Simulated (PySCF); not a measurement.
# What a mistake does to a calculation on GeH7Si2 cation

All numbers below are calculated, not measured. They come from PySCF 2.14.0, an open-source quantum chemistry program, on an isolated molecule that a program drew, which may never have been made. The molecule is GeH7Si2 cation (charge +1, singlet), drawn as the SMILES string `[SiH2+][GeH2][SiH3]`.

Each row is a Hartree-Fock (HF) and frozen-core CCSD(T) single point in the cc-pV(D+d)Z basis, meant for a local HF minimum. Run 1 is clean. Each other run has one planted mistake out of seven kinds, and not every kind appears here: one electron removed, one electron added, multiplicity raised by two, geometry at a saddle point, minimal basis STO-3G, one bond length entered in bohr, all coordinates scaled. The reference is restricted for singlets and unrestricted otherwise, and also for a bond in bohr. Adding or removing an electron swaps singlet and doublet. Electrons count all cores. HOMO and LUMO are orbital energies over both spins, the gradient is its largest component, and the lowest frequency (negative if imaginary) is given only where the gradient is small. Bond lengths are over the 9 bonds as drawn. T1 is the CCSD diagnostic: over 0.02 (restricted) or 0.045 (unrestricted) a single reference is doubtful. Germanium has the cc-pVDZ-PP basis, with a core potential (ECP10MDF) in place of its 10 inner electrons, and its 3s, 3p and 3d shells are frozen in CCSD(T).

Geometry of the clean run:
```xyz
10
GeH7Si2 cation, angstrom
Si    0.9238    1.2960   -4.3521
Ge    0.5222    2.1634   -2.1013
Si    0.9888    0.4093   -0.4747
H     2.2207    1.3484   -5.0450
H    -0.0902    0.6218   -5.1780
H     1.4692    3.3583   -2.0911
H    -0.9347    2.5955   -2.2250
H     2.3973    0.0230   -0.6647
H     0.7330    1.0319    0.8330
H     0.0681   -0.6998   -0.7767
```

```
run  electrons  basis functions  <S^2>  HOMO (eV)  LUMO (eV)  gradient (hartree/bohr)  lowest frequency (cm^-1)  mean bond (Å)  longest bond (Å)      T1  HF (hartree)  CCSD(T) (hartree)                          mistake
  1         66              104  0.000     -15.30      -5.57                  1.1e-05                        66         1.6990             2.445  0.0159    -875.03378         -875.38515                         no fault
  2         65              104  0.765     -21.69     -13.16                  6.4e-02                         -         1.6990             2.445  0.0161    -874.51205         -874.83843             one electron removed
  3         66              104  0.870     -14.81      -5.77                  1.2e-02                         -         1.8444             2.780  0.0409    -874.92760         -875.26591  one bond length entered in bohr
  4         67              104  0.772      -7.40       1.75                  2.0e-02                         -         1.6990             2.445  0.0135    -875.27156         -875.63754                                ?
  5         66              104  2.038     -13.28      -7.89                  5.0e-02                         -         1.6990             2.445  0.0198    -874.94080         -875.28438                                ?
```

**Which mistake was planted in run 4, and what did it cost?**

It counts 67 electrons, one more than the clean run, at the same geometry and basis. So the mistake is: one electron added. Subtracting run 1 and multiplying by 627.51 kcal/mol a hartree, the energy moved by -149.2 kcal/mol in HF and -158.4 kcal/mol in CCSD(T).

**Which mistake was planted in run 5, and what did it cost?**

Electrons, basis and geometry are unchanged, and <S^2> is 2.038, beside S(S+1) = 2.00 for a multiplicity of 3. So the mistake is: multiplicity raised by two. Subtracting run 1 and multiplying by 627.51 kcal/mol a hartree, the energy moved by 58.3 kcal/mol in HF and 63.2 kcal/mol in CCSD(T).

